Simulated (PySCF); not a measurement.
Consider tetramethylsilane, `C[Si](C)(C)C` (C4H12Si). Coordinates in Å; atoms count from 1 in this order:
```
C    -0.1823   -1.2321   -1.4144
Si   -0.0006    0.0006   -0.0011
C    -0.0445    1.7537   -0.6895
C    -1.4166   -0.2312    1.2202
C     1.6403   -0.2861    0.8790
H    -1.1406   -1.0934   -1.9397
H    -0.1496   -2.2686   -1.0430
H     0.6263   -1.1135   -2.1529
H     0.0924    2.4978    0.1111
H    -1.0081    1.9622   -1.1810
H     0.7529    1.9092   -1.4334
H    -2.3927   -0.0814    0.7321
H    -1.4075   -1.2449    1.6511
H    -1.3423    0.4879    2.0515
H     1.6988   -1.3062    1.2905
H     2.4874   -0.1535    0.1874
H     1.7734    0.4215    1.7126
```

Energies: M06-2X/def2-TZVP (PySCF, density fitting, integration grid level 3) on PBE0-D3(BJ)/def2-SVP structures. Thermal corrections: GFN2-xTB frequencies, unscaled, ideal gas at 298.15 K and 1 bar, quasi-RRHO entropy. These were taken at the GFN2-xTB minima.

Q: Rank these bonds by dissociation enthalpy, weakest first.
A. C1–Si2
B. C1–H

A: A (379 kJ/mol), B (418 kJ/mol).

Q: For C1–H, what are ΔE (electronic) and ΔG(298 K) of the homolysis?

A: ΔE = 449 and ΔG = 381 kJ/mol, beside ΔH = 418 kJ/mol. The radicals are `[CH2][Si](C)(C)C` and H•.
